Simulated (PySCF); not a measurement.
Compound: C₃H₁₂Al₂O₂.
SMILES: `C[O+]1[AlH-]([CH3])[O+](C)[AlH2-]1`

The closed-shell ground state was solved at several levels (PySCF, density fitting, gas phase, non-relativistic). Geometry: PBE0-D3(BJ)/def2-SVP; no solvent, vibrations or thermal averaging.

```
              level  basis functions  total energy (Eh)  HOMO (eV)  LUMO (eV)  gap (eV)  dipole (D)
        HF/pcSseg-1              193          -754.2436     -10.62       2.77     13.39        0.45
CAM-B3LYP/def2-SVPD              250          -756.5481      -8.83       0.56      9.39        0.54
```

(1) Estimate the row for PBE0/pcSseg-1, a basis of 193 functions; the other rows only guide the guess.

(2) Over all these levels, which gives the widest orbital gap and which the narrowest?

(3) How far do the dipole and the HOMO energy spread over the levels?

## Answers

(1) Total energy -756.4024 Eh, HOMO -7.44 eV, LUMO -0.09 eV, gap 7.35 eV, dipole 0.55 D.

(2) HF/pcSseg-1 (Hartree–Fock, all exact exchange) has the widest, 13.39 eV, and PBE0/pcSseg-1 (global hybrid, 25 % exact exchange) the narrowest, 7.35 eV. The two share the basis. From the narrowest to the widest the HOMO moves by -3.18 eV and the LUMO by +2.86 eV. The HOMO need not be the same orbital at Hartree–Fock and at DFT levels.

(3) The dipole runs from 0.45 to 0.55 D (mean 0.51 D) and the HOMO from -10.62 to -7.44 eV.
